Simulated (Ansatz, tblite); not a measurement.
Spin states of the cluster H2Au2⁻, each relaxed with PBE0-D4/def2-TZVPD in Ansatz. Electronic energies in the gas phase.

In the def2 sets Au takes a core potential; there is no spin–orbit coupling. The xTB rows come from tblite. Correlated methods freeze no core orbitals; core or outer-core shells of Au are correlated, in sets that lack core-valence functions. The structure comes from a short search, and lower isomers may exist.

Doublet geometry:

```xyz
4

Au    1.464   -0.363   -1.526
Au   -0.401    0.137    0.565
H    -0.816    0.521    2.086
H    -0.247   -0.295   -1.125
```

Quartet geometry:

```xyz
4

Au    0.778    1.134    0.257
Au   -1.025   -0.941   -0.152
H    -0.046    0.260   -1.115
H     0.293   -0.454    1.010
```

⟨S²⟩: doublet 0.76 at PBE0-D4/def2-TZVPD (pure 0.75), quartet 3.76 at PBE0-D4/def2-TZVPD (pure 3.75).

Only these spin states were relaxed. The quartet has other bonds than the doublet, so the gap mixes isomer and spin.

```
              level  quartet − doublet (kJ/mol)  lowest of these                    remarks
           GFN1-xTB                       400.5          doublet                          –
      HF/def2-TZVPD                       249.8          doublet                          –
 PBE0-D4/def2-TZVPD                       268.7          doublet  HOMO above zero (quartet)
PBE-QIDH/def2-TZVPD                       268.6          doublet                          –
    CCSD/def2-TZVPD                       278.9          doublet                          –
 CCSD(T)/def2-TZVPD                       274.7          doublet                          –
```

Question: Estimate the rows for GFN2-xTB, PBE-D4/def2-TZVPD, r2SCAN-D4/def2-TZVPD, ωB97X-V/def2-TZVPD, RPA@PBE/def2-TZVPD, MP2/def2-TZVPD.

Answer: 
```
               level  quartet − doublet (kJ/mol)  lowest of these                                               remarks
            GFN2-xTB                       612.2          doublet                                                     –
   PBE-D4/def2-TZVPD                       270.6          doublet  HOMO above zero (doublet), HOMO above zero (quartet)
r2SCAN-D4/def2-TZVPD                       258.1          doublet  HOMO above zero (doublet), HOMO above zero (quartet)
  ωB97X-V/def2-TZVPD                       286.5          doublet                                                     –
  RPA@PBE/def2-TZVPD                       274.3          doublet                                                     –
      MP2/def2-TZVPD                       269.5          doublet                                                     –
```

The xTB methods have no term that favours high spin, so they put low spin too low.
